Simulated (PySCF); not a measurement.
## Heteronuclear NMR

Mapped SMILES: `[F:1][C:2]([F:3])([F:4])[C@@H:5]([Cl:6])[C@H:7]1[CH2:8][CH2:9][SiH2:10]1`. Each H is labelled by its parent atom. Ha(C8), Ha(C9), Ha(Si10) are cis to C5 on the ring; Hb(C8), Hb(C9), Hb(Si10) are trans to C5 on the ring.

- geometry from GFN2-xTB
- NMR shieldings at PBE0/pcSseg-1/GIAO
- run in PySCF
- rapidly exchanging positions averaged, a single conformation, relativity neglected, gas phase

Q: Predict the 19F NMR data.

A: 
| atoms | environment | σ (ppm) | δ (ppm) |
| --- | --- | --- | --- |
| F1/F3/F4 | fluorine of a CF3 group | 262.2 | -75.9 |

Shieldings were converted by a linear fit to measured shifts: 19F (scatter 6.0 ppm rms, 7.0 ppm with the 5 outliers that the fit left out vs CFCl3, solution or neat liquid, with a term for F on sp3 carbon). Occasional misses reach two or three times the rms, and more in compound classes unlike the fitted ones.

On a 300 MHz spectrometer 19F resonates near 282.3 MHz, so 1 ppm is 282.3 Hz.

Q: What are the 29Si shifts?

A: 
```csv
atoms,environment,σ (ppm),δ (ppm)
Si10,"silicon bonded to 2 C, 2 H, in a 4-membered ring",382.6,-34.6
```

Shieldings were converted by a linear fit to measured shifts: 29Si: δ = 279.94 − 0.822σ (rms 8.9 ppm, 72 shifts, 25.8 ppm with the 6 outliers that the fit left out vs TMS, solution or neat liquid). Occasional misses reach two or three times the rms, and more in compound classes unlike the fitted ones.

On a 600 MHz spectrometer 29Si resonates near 119.2 MHz, so 1 ppm is 119.2 Hz.
